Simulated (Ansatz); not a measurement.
cyclo-(H2SnO)2 (Sn₂O₂H₄). Total charge 0; singlet. Geometry B3LYP-D4/def2-SVP; atoms count from 1.

```
atom   x (Å)   y (Å)   z (Å)
 Sn1  -0.250   0.602   1.341
  H2  -1.821   0.695   2.036
  H3   1.009   1.256   2.312
  O4   0.185  -1.222   0.583
 Sn5   0.250  -0.602  -1.341
  H6  -1.009  -1.256  -2.313
  H7   1.821  -0.695  -2.036
  O8  -0.186   1.222  -0.583
```

In the def2 sets Sn takes a core potential; there is no spin–orbit coupling.

**Question.** Estimate the Mulliken populations from the PBE0/def2-TZVP orbitals of Ansatz.

**Answer.** 
```tsv
atom	charge (e)
Sn1	0.85
H2	-0.04
H3	-0.04
O4	-0.77
Sn5	0.85
H6	-0.04
H7	-0.04
O8	-0.77
```
Mulliken values and Mayer orders depend strongly on the basis.

**Question.** And the Mayer bond orders between bonded heavy atoms (over 0.3)?

**Answer.** Sn1–O4 0.86 (2.02 Å); Sn1–O8 0.86 (2.02 Å); O4–Sn5 0.86 (2.02 Å); Sn5–O8 0.86 (2.02 Å).
